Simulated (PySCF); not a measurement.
CH₂NO, charge +1. Atoms are numbered in the order given.

```xyz
5

N      0.0130     1.2035     0.0000
C      0.0103     0.0643     0.0000
O     -0.1112    -1.1656     0.0000
H      0.0256     2.2117     0.0000
H      0.7110    -1.6971     0.0000
```
Charge +1, spin multiplicity 1.

Coordinates come from a PBE0-D3(BJ)/def2-TZVP optimisation. The isomer is the one that the SMILES or the coordinates give; other isomers of the formula were not compared.

All values below come from M06-2X/def2-TZVPD (PySCF).

**Question.** Estimate the frontier levels, gap, dipole moment and polarisability. (Estimate from the structure and the level; the computed values follow.)

**Answer.** 
highest occupied level: -18.71 eV
lowest empty level: -5.75 eV
orbital gap: 12.96 eV
dipole moment about the centre of nuclear charge: 1.94 D
mean static polarisability: 18.6 bohr³ (2.76 Å³)
polarisability, principal values: 12.6, 13.3, 29.9 bohr³
